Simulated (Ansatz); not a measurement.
Program: Ansatz. Geometries: PBE0-D4/def2-TZVP. ΔE: electronic, gas phase. CCSD(T)/CBS adds triple-zeta CCSD(T) − MP2 to the extrapolated MP2 energy (def2 sets, frozen cores). This one scheme is used for every species. Functionals use def2-TZVPP. Each species was taken in one conformer, which may not be the lowest.

Consider the formal hydrolysis of the Al–N bond: `[BH2][AlH][N](C)[SiH3]` + H₂O → `[BH2][AlH][OH]` + `CN[SiH3]`.

```json
{"level": "ωB97X-V", "ΔE (kJ/mol)": "-43.2"}
{"level": "HF/CBS(def2)", "ΔE (kJ/mol)": "-59.2"}
```

Problem. What does CCSD(T)/CBS give? (Estimate.)

Solution. The calculation gave: -35.7 kJ/mol. The listed levels differ from it by -7.5, -23.5 kJ/mol.

Largest T1 diagnostic among the species: 0.012.

The D4 term adds +11.6 kJ/mol with B3LYP and +6.6 kJ/mol with PBE0; it sums over pairs of atoms, weighted by their polarisabilities, and B3LYP, whose exchange is more repulsive, gets the larger term. In def2-TZVPP, CCSD(T) changes the Hartree–Fock value by +23.3 kJ/mol (the triples alone add +4.1 kJ/mol) and MP2 by +23.5 kJ/mol.

B3LYP here is the variant with VWN-RPA as its local correlation; programs differ in this.
